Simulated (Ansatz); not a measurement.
Reaction: C3H5Cl (SMILES C(/Cl)=C\C) → C3H5Cl (2-chloroprop-1-ene, SMILES ClC(C)=C)
Each species at its own B3LYP-D3(BJ)/def2-TZVP minimum (Ansatz, an electronic-structure program).

Total energies in hartree (Ansatz). Open shells are spin-unrestricted; no spin-orbit coupling. Correlated methods leave the cores frozen. No relativity.

```tsv
species	HF/cc-pV(T+d)Z	CCSD(T)/cc-pV(T+d)Z	HF/cc-pV(Q+d)Z	CCSD(T)/cc-pV(Q+d)Z	CCSD(T)/cc-pV(D+d)Z	CCSDT(Q)/cc-pV(D+d)Z
1: C3H5Cl (SMILES C/C=C/Cl)	-576.05468	-576.81994	-576.06579	-576.87784	-576.62393	-576.62624
2: C3H5Cl (2-chloroprop-1-ene, SMILES C=C(C)Cl)	-576.05678	-576.82322	-576.06790	-576.88126	-576.62673	-576.62901
```

Task: Work out the isomerisation energy (electronic) in kcal/mol: take Hartree-Fock from cc-pV(Q+d)Z, extrapolate the CCSD(T) correlation energy as X^-3 (X = 3, 4), and add CCSDT(Q) - CCSD(T) in cc-pV(D+d)Z. 1 hartree = 627.51 kcal/mol.

Result: 
Species 1: correlation (64·(-0.81205) - 27·(-0.76526))/37 = -0.84619; step -0.00231; E1 = -576.06579 + (-0.84619) + (-0.00231) = -576.91429
Species 2: correlation (64·(-0.81336) - 27·(-0.76644))/37 = -0.84760; step -0.00228; E2 = -576.06790 + (-0.84760) + (-0.00228) = -576.91778
-1·E1 +1·E2 = -0.00349 hartree = -2.2 kcal/mol.
